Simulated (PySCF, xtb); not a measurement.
NbOCl₃, SMILES [O]=[Nb]([Cl])([Cl])[Cl], multiplicity 1.

Harmonic wavenumbers (cm⁻¹) from GFN2-xTB (xtb) at its own minimum, in rising order: 109, 109, 121, 150, 150, 327, 363, 364, 842.

Problem. What does PBE0-D3(BJ)/def2-SVP (PySCF) give at its own minimum? (An estimate is asked for; the answer gives what the named calculation found.)

Solution. 103, 103, 129, 222, 222, 397, 450, 450, 1073. Paired by order, the mean absolute difference is 71 cm⁻¹ and the zero-point energies are 3.6 and 4.5 kcal/mol.
